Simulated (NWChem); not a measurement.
All runs are NWChem calculations. System: Cl₂Mg, charge 0, spin multiplicity 1, at a geometry optimised with PBE0/def2-SVP. The structure started from a generated list of species. Level: RHF/def2-TZVP.

The NWChem input:

```
start mol
memory heap 200 mb stack 900 mb global 1100 mb
geometry units angstroms nocenter noautoz
  Mg     0.000000     0.000000     0.000000
  Cl     0.000000     0.000000    -2.192980
  Cl     0.000000     0.000000     2.192980
  symmetry group D2h
end
basis spherical
  * library def2-tzvp
end
scf
  rhf
  nopen 0
  maxiter 100
  thresh 1e-7
  semidirect memsize 60000000 filesize 0
end
task scf energy
```

Part of the output:

```
             Northwest Computational Chemistry Package (NWChem) 7.3.0
             --------------------------------------------------------

                                NWChem Input Module
                                -------------------

 Scaling coordinates for geometry "geometry" by  1.889725989
 (inverse scale =  0.529177249)

 Turning off AUTOSYM since
 SYMMETRY directive was detected!

                             Geometry "geometry" -> ""
                             -------------------------

 Output coordinates in angstroms (scale by  1.889725989 to convert to a.u.)

  No.       Tag          Charge          X              Y              Z
 ---- ---------------- ---------- -------------- -------------- --------------
    1 Mg                  12.0000     0.00000000     0.00000000     0.00000000
    2 Cl                  17.0000     0.00000000     0.00000000    -2.19298000
    3 Cl                  17.0000     0.00000000     0.00000000     2.19298000

 Effective nuclear repulsion energy (a.u.)     133.3210654326

            Nuclear Dipole moment (a.u.)
            ----------------------------
        X                 Y               Z
 ---------------- ---------------- ----------------
     0.0000000000     0.0000000000     0.0000000000

      Symmetry information
      --------------------

 Group name             D2h
 Group number             26
 Group order               8
 No. of unique centers     2

      Symmetry unique atoms

     1    2


 Summary of "ao basis" -> "" (spherical)
 ------------------------------------------------------------------------------
       Tag                 Description            Shells   Functions and Types
 ---------------- ------------------------------  ------  ---------------------
 *                         def2-tzvp                  on all atoms

 Summary of "ao basis" -> "ao basis" (spherical)
 ------------------------------------------------------------------------------
       Tag                 Description            Shells   Functions and Types
 ---------------- ------------------------------  ------  ---------------------
[...]
              MO Center=  1.9D-30,  4.7D-17,  6.9D-16, r^2= 5.8D+00
   Bfn.  Coefficient  Atom+Function         Bfn.  Coefficient  Atom+Function
  ----- ------------  ---------------      ----- ------------  ---------------
    48      0.376644  2 Cl py                85     -0.376644  3 Cl py
    51      0.248615  2 Cl py                88     -0.248615  3 Cl py
    45      0.170867  2 Cl py                82     -0.170867  3 Cl py

 Vector   23  Occ=2.000000D+00  E=-4.499676D-01  Symmetry=b2g
              MO Center=  1.2D-19,  8.4D-36, -1.5D-16, r^2= 5.8D+00
   Bfn.  Coefficient  Atom+Function         Bfn.  Coefficient  Atom+Function
  ----- ------------  ---------------      ----- ------------  ---------------
    47      0.376644  2 Cl px                84     -0.376644  3 Cl px
    50      0.248615  2 Cl px                87     -0.248615  3 Cl px
    44      0.170867  2 Cl px                81     -0.170867  3 Cl px

 Vector   24  Occ=0.000000D+00  E= 1.674744D-02  Symmetry=ag
              MO Center= -4.2D-15,  9.8D-15,  1.4D-14, r^2= 6.5D+00
   Bfn.  Coefficient  Atom+Function         Bfn.  Coefficient  Atom+Function
  ----- ------------  ---------------      ----- ------------  ---------------
     5      1.068949  1 Mg s                 30     -0.188069  1 Mg d  0
    37     -0.175769  2 Cl s                 74     -0.175769  3 Cl s

 Vector   25  Occ=0.000000D+00  E= 6.922669D-02  Symmetry=b2u
              MO Center= -1.5D-31, -7.3D-15, -2.5D-17, r^2= 6.4D+00
   Bfn.  Coefficient  Atom+Function         Bfn.  Coefficient  Atom+Function
  ----- ------------  ---------------      ----- ------------  ---------------
    16      1.070628  1 Mg py                51     -0.270155  2 Cl py
    88     -0.270155  3 Cl py

 Vector   26  Occ=0.000000D+00  E= 6.922669D-02  Symmetry=b3u
              MO Center=  3.6D-15, -1.8D-30, -2.5D-17, r^2= 6.4D+00
   Bfn.  Coefficient  Atom+Function         Bfn.  Coefficient  Atom+Function
  ----- ------------  ---------------      ----- ------------  ---------------
    15      1.070628  1 Mg px                50     -0.270155  2 Cl px
    87     -0.270155  3 Cl px

 center of mass
 --------------
 x =   0.00000000 y =   0.00000000 z =   0.00000000

 moments of inertia (a.u.)
 ------------------
        1201.097766058655           0.000000000000           0.000000000000
           0.000000000000        1201.097766058655           0.000000000000
           0.000000000000           0.000000000000           0.000000000000

  Mulliken analysis of the total density
  --------------------------------------

    Atom       Charge   Shell Charges
 -----------   ------   -------------------------------------------------------
    1 Mg  12    10.98   2.00  0.71  1.29  0.37 -0.02  5.13  0.87  0.28  0.10  0.00  0.12  0.13
    2 Cl  17    17.51   2.01  0.45  1.52  1.07  0.90  4.18  1.69  1.07  2.89  1.72  0.00  0.01  0.00
    3 Cl  17    17.51   2.01  0.45  1.52  1.07  0.90  4.18  1.69  1.07  2.89  1.72  0.00  0.01  0.00

       Multipole analysis of the density wrt the origin
       ------------------------------------------------

     L   x y z        total         open         nuclear
     -   - - -        -----         ----         -------
     0   0 0 0     -0.000000      0.000000     46.000000

     1   1 0 0     -0.000000      0.000000      0.000000
     1   0 1 0     -0.000000      0.000000      0.000000
     1   0 0 1      0.000000      0.000000      0.000000

     2   2 0 0    -24.856372      0.000000      0.000000
     2   1 1 0     -0.000000      0.000000      0.000000
     2   1 0 1      0.000000      0.000000      0.000000
     2   0 2 0    -24.856372      0.000000      0.000000
     2   0 1 1     -0.000000      0.000000      0.000000
     2   0 0 2    -39.270092      0.000000    583.910023

 Task  times  cpu:        2.1s     wall:        2.1s

 Total times  cpu:        2.2s     wall:        2.2s
```
